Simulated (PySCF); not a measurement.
# Fractional electron number in Mn²⁺ (manganese, charge +2)

The 3d alpha orbital of [Ar] 3d5 is emptied in steps (occupation f), with all orbitals relaxed, ending at [Ar] 3d4. All numbers are calculated (PySCF 2.14, scalar relativity by spin-free X2C-1e, in x2c-TZVPall (6s5p4d1f, 48 functions)). The exact energy is a straight line in f; departures are measured from the line between the end points of the same method.

**Question.** Among PBE0, r2SCAN, LC-wPBE, which shows the largest delocalisation error (convex curve), and which is closest to linear?

**Answer.** Most convex: r2SCAN (-1.938 eV at f = 0.5); closest to linear: LC-wPBE (-0.772 eV).

```json
{"f": "1", "PBE0 (eV)": "0.000", "r2SCAN (eV)": "0.000", "LC-wPBE (eV)": "0.000"}
{"f": "0.9", "PBE0 (eV)": "-0.506", "r2SCAN (eV)": "-0.693", "LC-wPBE (eV)": "-0.270"}
{"f": "0.7", "PBE0 (eV)": "-1.190", "r2SCAN (eV)": "-1.623", "LC-wPBE (eV)": "-0.640"}
{"f": "0.5", "PBE0 (eV)": "-1.425", "r2SCAN (eV)": "-1.938", "LC-wPBE (eV)": "-0.772"}
{"f": "0.3", "PBE0 (eV)": "-1.204", "r2SCAN (eV)": "-1.632", "LC-wPBE (eV)": "-0.657"}
{"f": "0.1", "PBE0 (eV)": "-0.518", "r2SCAN (eV)": "-0.700", "LC-wPBE (eV)": "-0.285"}
{"f": "0", "PBE0 (eV)": "0.000", "r2SCAN (eV)": "0.000", "LC-wPBE (eV)": "0.000"}
```

| method | E(f=0) − E(f=1) (eV) | −ε at f=1 (eV) | −ε at f=0.5 (eV) |
| --- | --- | --- | --- |
| PBE0 | 33.861 | 28.253 | 33.820 |
| r2SCAN | 33.859 | 26.180 | 33.834 |
| LC-wPBE | 33.921 | 30.944 | 33.870 |

Reference removal energy between the ground levels: 33.668 ± 0.012 eV (measured; NIST Atomic Spectra Database, ionization energies). The calculation has no spin-orbit coupling. The determinant left behind need not be the lowest term of the ion.
